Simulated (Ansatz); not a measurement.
A trace of molecular dynamics of a periodic cell of 28 atoms, H19NO8 (contents 8 H2O + 1 NH3, density as packed 1.20 g/cm³ with natural masses).

All numbers below come from DFT PBE-D3(BJ), scalar-relativistic, plane waves, PAW (Ansatz 0.2.0). Settings: accuracy low, cutoff 420 eV, k mesh 1x1x1, fermi-dirac smearing 0.05 eV, no spin polarisation.

* ensemble: NPT, Langevin
* set temperature: 300 K
* friction: 0.02 /fs
* masses: H 2.014 u
* pressure: 10 GPa
* seed: 542898

| time (fs) | T (K) | potential energy less start (eV) | conserved less start (meV/atom) | P (GPa) | volume (Å³) |
| --- | --- | --- | --- | --- | --- |
| 0.0 | 289 | 0.000 | 0.00 | 2.2 | 223.2 |
| 8.0 | 309 | 0.041 | -0.02 | 4.2 | 220.2 |
| 16.0 | 263 | 0.400 | 0.03 | 3.6 | 213.4 |
| 24.0 | 295 | 0.915 | 0.08 | 6.4 | 203.4 |
| 32.0 | 397 | 0.932 | 0.05 | 6.8 | 191.9 |
| 40.0 | 343 | 1.560 | 0.03 | 9.5 | 181.3 |
| 48.0 | 340 | 2.013 | 0.04 | 13.0 | 172.5 |
| 56.0 | 473 | 2.001 | 0.04 | 13.5 | 166.4 |
| 64.0 | 382 | 2.314 | 0.03 | 15.4 | 162.4 |
| 72.0 | 362 | 2.558 | 0.06 | 14.1 | 160.3 |
| 80.0 | 307 | 2.776 | 0.08 | 17.0 | 160.3 |
| 88.0 | 356 | 2.530 | 0.05 | 12.1 | 162.6 |
| 96.0 | 321 | 2.406 | 0.08 | 14.5 | 165.3 |
| 104.0 | 360 | 1.832 | 0.05 | 8.5 | 169.5 |
| 112.0 | 339 | 1.527 | 0.04 | 9.2 | 173.4 |
| 120.0 | 338 | 1.408 | -0.02 | 8.2 | 176.3 |
| 128.0 | 379 | 1.302 | 0.06 | 8.4 | 177.7 |
| 136.0 | 269 | 1.420 | 0.15 | 7.9 | 177.2 |
| 144.0 | 350 | 1.037 | 0.07 | 7.2 | 175.9 |
| 152.0 | 371 | 1.086 | 0.01 | 8.9 | 173.7 |
| 160.0 | 333 | 1.328 | 0.07 | 7.9 | 171.5 |
| 168.0 | 294 | 1.502 | 0.08 | 11.3 | 169.0 |
| 176.0 | 319 | 1.533 | 0.04 | 10.1 | 167.4 |
| 184.0 | 346 | 1.755 | 0.10 | 9.2 | 166.5 |
| 192.0 | 418 | 1.741 | 0.08 | 12.4 | 165.7 |
| 200.0 | 432 | 1.792 | 0.06 | 11.4 | 165.2 |

Problem. Can this run be trusted? Judge the integration.

Solution. The conserved energy stayed within 0.15 meV per atom of its start (net change 0.063 meV per atom), so the integration is sound. The mean temperature of the second half is 16 % above the set value. A run of 0.2 ps of so small a system gives no equilibrium averages. Limits of this set-up: coarse k mesh, low accuracy level. The cell's volume went from 223 to 165 Å³. The time step was 0.5 fs.

Run time: 3 min on 1 thread of AMD EPYC 9R45 (Zen 5), with other jobs on the host, peak memory 0.43 GiB.
